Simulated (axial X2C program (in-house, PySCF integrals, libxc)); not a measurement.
**Low determinants of SeCl⁺ at the PBE0 level, two-component**

Calculated with an in-house all-electron X2C program for linear molecules (integrals from PySCF). Two-component (2c) means X2C with spin–orbit coupling and atomic mean-field two-electron Coulomb and Gaunt terms. Basis: Se dyall-cv3z [8s9p6d4f1g], Cl dyall-av3z [9s8p3d2f] (cores contracted in-house); Gaussian nuclei, density fitting, unrestricted open shells. Masses: Se 79.917 u, Cl 34.969 u.

Search at 2.037 Å (vertical energies from the lowest determinant):

```json
{"ΔE (eV)": "0.00", "state": "Ω = 1", "electrons beyond evenly filled partner blocks": "ω = -1/2, ω = 3/2", "electrons in ±ω = 1/2, 3/2, 5/2, 7/2": "35 13 2 0"}
{"ΔE (eV)": "0.63", "state": "Ω = 0", "electrons beyond evenly filled partner blocks": "none", "electrons in ±ω = 1/2, 3/2, 5/2, 7/2": "36 12 2 0"}
{"ΔE (eV)": "0.87", "state": "Ω = 2", "electrons beyond evenly filled partner blocks": "ω = 1/2, ω = 3/2", "electrons in ±ω = 1/2, 3/2, 5/2, 7/2": "35 13 2 0"}
{"ΔE (eV)": "1.11", "state": "Ω = 0", "electrons beyond evenly filled partner blocks": "none", "electrons in ±ω = 1/2, 3/2, 5/2, 7/2": "34 14 2 0"}
{"ΔE (eV)": "3.88", "state": "Ω = 3", "electrons beyond evenly filled partner blocks": "2 × ω = 3/2", "electrons in ±ω = 1/2, 3/2, 5/2, 7/2": "36 12 2 0"}
{"ΔE (eV)": "4.22", "state": "Ω = 1", "electrons beyond evenly filled partner blocks": "2 × ω = 1/2", "electrons in ±ω = 1/2, 3/2, 5/2, 7/2": "34 14 2 0"}
{"ΔE (eV)": "4.48", "state": "Ω = 1", "electrons beyond evenly filled partner blocks": "2 × ω = 1/2", "electrons in ±ω = 1/2, 3/2, 5/2, 7/2": "36 12 2 0"}
```

Lowest determinant, Ω = 1 (⟨Sz⟩ = 1.00, ⟨Lz⟩ = 0.00 at PBE0): Re = 2.031 Å, ωe = 534.3 cm⁻¹.

The determinant in row 2 of the search, Ω = 0 (closed shell), was followed along the bond at PBE0; measured from the minimum of the lowest determinant it gives:

Te = 0.628 eV (5062 cm⁻¹), Re = 2.028 Å, ωe = 540.8 cm⁻¹.

(1) Compare the bond of the determinant in row 2 with that of the lowest one.

The search compares states at one distance, so a state with another bond length can lie lower; it is not exhaustive and yields mostly the lowest determinant of each block pattern, so other components and higher states of one pattern are missing. These are energies of single determinants, not of spin-adapted states; PBE0 term energies can be off by some tenths of an eV, and the functional has no current term. Open-shell Ω = 0 determinants with evenly filled partner blocks cannot be reached by this program, so the Ω shown need not be the lowest component. The lowest determinant need not be the ground state where others lie within half an eV. A closed-shell Ω = 0 row of a π² shell mixes the 0⁺ component of the triplet with ¹Σ⁺ and matches no level; 0⁺ can lie lowest.

## Answers

(1) At PBE0 its Re is 0.003 Å shorter and its force constant, which goes as ωe², is 1.02 times that of the lowest determinant. T0 ≈ Te + Δωe/2 = 5062 + (3) = 5065 cm⁻¹.
